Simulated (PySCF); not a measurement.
Cr²⁺ (chromium, charge +2) across methods

[Ar] 3d3 4s1, high-spin 5F determinant (an excited configuration). All numbers are calculated (PySCF 2.14, the spin-free X2C one-electron Hamiltonian (Gaussian nucleus), in aug-cc-pVTZ-DK (8s7p5d3f2g, 93 functions)).

| method | E (hartree) | mean ε 3p β (eV) | mean ε 3d α (eV) | mean ε 4s α (eV) | Σ⟨r²⟩ (bohr²) | ⟨S²⟩ |
| --- | --- | --- | --- | --- | --- | --- |
| LDA | -1047.318 | -70.948 | -30.330 | -21.705 | 21.57 | 6.000 |
| M06-L | -1049.601 | -71.862 | -30.537 | -21.244 | 21.54 | 6.001 |
| r2SCAN | -1049.647 | -71.771 | -31.041 | -21.623 | 21.55 | 6.001 |
| BP86 | -1049.809 | -71.033 | -30.376 | -21.598 | 21.56 | 6.000 |
| PBE | -1049.431 | -70.834 | -30.278 | -21.406 | 21.57 | 6.000 |
| TPSS | -1049.700 | -71.156 | -30.395 | -21.250 | 21.59 | 6.000 |
| UHF | -1048.67234 | -81.187 | -39.692 | -24.053 | 21.71 | 6.002 |
| M06-2X | -1049.668 | -76.790 | -35.014 | -22.839 | 21.55 | 6.001 |
| PBE0 | -1049.469 | -73.804 | -32.805 | -22.168 | 21.55 | 6.001 |
